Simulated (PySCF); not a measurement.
thiooxirane (C2H4S), singlet, geometry from GFN2-xTB; PySCF with DF-CCSD(T)/6-31G*.

Here is a job for PySCF.
```python
from pyscf import gto, scf, cc

mol = gto.Mole()
mol.atom = '''
    C     0.01173100   -0.72708757   -0.79850692
    S     0.00262325   -0.01384904    0.85337863
    C    -0.01656607    0.75261357   -0.77440663
    H    -0.88881533   -1.25980956   -1.07214441
    H     0.93050588   -1.22493589   -1.07717098
    H     0.88233454    1.29402388   -1.03614401
    H    -0.93698668    1.25915021   -1.03111744
'''
mol.basis = '6-31g*'
mol.verbose = 4
mol.build()

mf = scf.RHF(mol)
mf = mf.density_fit(auxbasis='def2-universal-jkfit')
mf.kernel()

mycc = cc.CCSD(mf)
mycc.kernel()
et = mycc.ccsd_t()
print('E(CCSD(T)) = %.10f' % (mycc.e_tot + et))
mf.analyze()
```

Problem. What does PySCF print? Leave out banner, timings and long lists.

Solution. 
```
PySCF version 2.14.0

[INPUT] verbose = 4
[INPUT] num. atoms = 7
[INPUT] num. electrons = 32
[INPUT] charge = 0
[INPUT] spin (= nelec alpha-beta = 2S) = 0
[INPUT] symmetry False subgroup None
[INPUT] Mole.unit = angstrom
[INPUT] Symbol           X                Y                Z      unit          X                Y                Z       unit  Magmom
[INPUT]  1 C      0.011731000000  -0.727087570000  -0.798506920000 AA    0.022168377167  -1.373996375876  -1.508959387370 Bohr   0.0
[INPUT]  2 S      0.002623250000  -0.013849040000   0.853378630000 AA    0.004957224056  -0.026170892688   1.612651891257 Bohr   0.0
[INPUT]  3 C     -0.016566070000   0.752613570000  -0.774406630000 AA   -0.031305335260   1.422233524931  -1.463416439747 Bohr   0.0
[INPUT]  4 H     -0.888815330000  -1.259809560000  -1.072144410000 AA   -1.679617549015  -2.380695037509  -2.026059300883 Bohr   0.0
[INPUT]  5 H      0.930505880000  -1.224935890000  -1.077170980000 AA    1.758401270497  -2.314793352250  -2.035558141529 Bohr   0.0
[INPUT]  6 H      0.882334540000   1.294023880000  -1.036144010000 AA    1.667370630844   2.445350731847  -1.958028404509 Bohr   0.0
[INPUT]  7 H     -0.936986680000   1.259150210000  -1.031117440000 AA   -1.770648207565   2.379449046589  -1.948529563863 Bohr   0.0

nuclear repulsion = 101.924359571954
number of shells = 28
number of NR pGTOs = 121
number of NR cGTOs = 54
basis = 6-31g*
ecp = {}

******** <class 'pyscf.df.df_jk.DFRHF'> ********
method = DFRHF
initial guess = minao
damping factor = 0
level_shift factor = 0
DIIS = <class 'pyscf.scf.diis.CDIIS'>
diis_start_cycle = 1
diis_space = 8
diis_damp = 0
SCF conv_tol = 1e-09
SCF conv_tol_grad = None
SCF max_cycles = 50
direct_scf = False
Set gradient conv threshold to 3.16228e-05
Initial guess from minao.
******** <class 'pyscf.df.df.DF'> ********
auxbasis = def2-universal-jkfit
init E= -476.113363078935
  HOMO = -0.263404230917946  LUMO = 0.0649293178943298  gap/eV = 8.93441
cycle= 1 E= -475.490826075347  delta_E= 0.623  |g|= 0.384  |ddm|= 2.36
  HOMO = -0.320758187477182  LUMO = 0.146402021328442  gap/eV = 12.71208
cycle= 2 E= -475.530790022443  delta_E= -0.04  |g|= 0.225  |ddm|= 0.695
  HOMO = -0.340453599926847  LUMO = 0.163226658068861  gap/eV = 13.70584
cycle= 3 E= -475.543805882784  delta_E= -0.013  |g|= 0.0357  |ddm|= 0.221
  HOMO = -0.342837812582873  LUMO = 0.164583185853415  gap/eV = 13.80763
cycle= 4 E= -475.544485278411  delta_E= -0.000679  |g|= 0.00626  |ddm|= 0.0742
  HOMO = -0.341962014447311  LUMO = 0.165333803563527  gap/eV = 13.80422
cycle= 5 E= -475.544518940022  delta_E= -3.37e-05  |g|= 0.0024  |ddm|= 0.0194
  HOMO = -0.342856176403771  LUMO = 0.16489092788225  gap/eV = 13.81650
cycle= 6 E= -475.544524342294  delta_E= -5.4e-06  |g|= 0.000706  |ddm|= 0.00914
  HOMO = -0.342751143887765  LUMO = 0.165034491898048  gap/eV = 13.81755
cycle= 7 E= -475.544524751042  delta_E= -4.09e-07  |g|= 0.000184  |ddm|= 0.0023
  HOMO = -0.34279946021819  LUMO = 0.165021624829363  gap/eV = 13.81852
cycle= 8 E= -475.544524782587  delta_E= -3.15e-08  |g|= 3.76e-05  |ddm|= 0.000745
  HOMO = -0.342797735225962  LUMO = 0.165020844407842  gap/eV = 13.81845
cycle= 9 E= -475.544524783962  delta_E= -1.38e-09  |g|= 8.44e-06  |ddm|= 0.000166
  HOMO = -0.34279730529627  LUMO = 0.165021665849292  gap/eV = 13.81846
cycle= 10 E= -475.54452478403  delta_E= -6.83e-11  |g|= 9.45e-07  |ddm|= 4.31e-05
  HOMO = -0.342797255745989  LUMO = 0.165021685116534  gap/eV = 13.81846
Extra cycle  E= -475.544524784032  delta_E= -1.59e-12  |g|= 3.63e-07  |ddm|= 1.85e-06
converged SCF energy = -475.544524784032

******** <class 'pyscf.cc.dfccsd.RCCSD'> ********
CC2 = 0
CCSD nocc = 16, nmo = 54
max_cycle = 50
direct = 0
conv_tol = 1e-07
conv_tol_normt = 1e-05
diis_space = 6
diis_start_cycle = 0
diis_start_energy_diff = 1e+09
Init t2, MP2 energy = -475.934871437909  E_corr(MP2) -0.390346653877481
Init E_corr(RCCSD) = -0.390346653877551
cycle = 1  E_corr(RCCSD) = -0.408813429686974  dE = -0.0184667758  norm(t1,t2) = 0.0488073
cycle = 2  E_corr(RCCSD) = -0.419113523301522  dE = -0.0103000936  norm(t1,t2) = 0.0157362
cycle = 3  E_corr(RCCSD) = -0.421625949740961  dE = -0.00251242644  norm(t1,t2) = 0.00622383
cycle = 4  E_corr(RCCSD) = -0.42252010091164  dE = -0.000894151171  norm(t1,t2) = 0.00186471
cycle = 5  E_corr(RCCSD) = -0.422470346223499  dE = 4.97546881e-05  norm(t1,t2) = 0.000475554
cycle = 6  E_corr(RCCSD) = -0.422447997427468  dE = 2.2348796e-05  norm(t1,t2) = 7.88593e-05
cycle = 7  E_corr(RCCSD) = -0.422452507634018  dE = -4.51020655e-06  norm(t1,t2) = 3.11353e-05
cycle = 8  E_corr(RCCSD) = -0.422452933974116  dE = -4.26340098e-07  norm(t1,t2) = 7.06105e-06
cycle = 9  E_corr(RCCSD) = -0.422452780208756  dE = 1.5376536e-07  norm(t1,t2) = 3.04231e-06
cycle = 10  E_corr(RCCSD) = -0.422452776281764  dE = 3.92699179e-09  norm(t1,t2) = 8.69442e-07
RCCSD converged
E(RCCSD) = -475.9669775603137  E_corr = -0.4224527762817638
RCCSD(T) correction = -0.0140734719176778
E(CCSD(T)) = -475.9810510322
**** SCF Summaries ****
Total Energy =                        -475.544524784031921
Nuclear Repulsion Energy =             101.924359571954426
One-electron Energy =                 -856.648198402256753
Two-electron Energy =                  279.179314046270406
Two-electron Coulomb Energy =          316.031976728941913
DFT Exchange-Correlation Energy =      -36.852662682671507
HOMO-LUMO gap [eV] =                    13.818457228077673
**** MO energy ****
MO #1   energy= -91.9241009443378  occ= 2
MO #2   energy= -11.2720022053142  occ= 2
MO #3   energy= -11.2712536540017  occ= 2
MO #4   energy= -8.94059444964704  occ= 2
MO #5   energy= -6.62272673215451  occ= 2
MO #6   energy= -6.62076693136685  occ= 2
MO #7   energy= -6.61839706333611  occ= 2
MO #8   energy= -1.1504227088579   occ= 2
MO #9   energy= -0.849115747162693 occ= 2
MO #10  energy= -0.830378332906671 occ= 2
MO #11  energy= -0.672782282469824 occ= 2
MO #12  energy= -0.613583677644478 occ= 2
MO #13  energy= -0.545121152047759 occ= 2
MO #14  energy= -0.440845932168978 occ= 2
MO #15  energy= -0.429895914417505 occ= 2
MO #16  energy= -0.342797255745989 occ= 2
MO #17  energy= 0.165021685116534  occ= 0
MO #18  energy= 0.215553980151094  occ= 0
MO #19  energy= 0.253963997477473  occ= 0
MO #20  energy= 0.262301683896608  occ= 0
MO #21  energy= 0.2891367919389    occ= 0
MO #22  energy= 0.359350681141746  occ= 0
MO #23  energy= 0.390575208843895  occ= 0
MO #24  energy= 0.508970483256302  occ= 0
 ** Mulliken pop on meta-lowdin orthogonal AOs  **
 ** Mulliken pop  **
 ** Mulliken atomic charges  **
charge of    0C =     -0.20457
charge of    1S =     -0.05996
charge of    2C =     -0.20457
charge of    3H =      0.11727
charge of    4H =      0.11727
charge of    5H =      0.11727
charge of    6H =      0.11727
Dipole moment(X, Y, Z, Debye): -0.00687,  0.03625, -2.23362
```
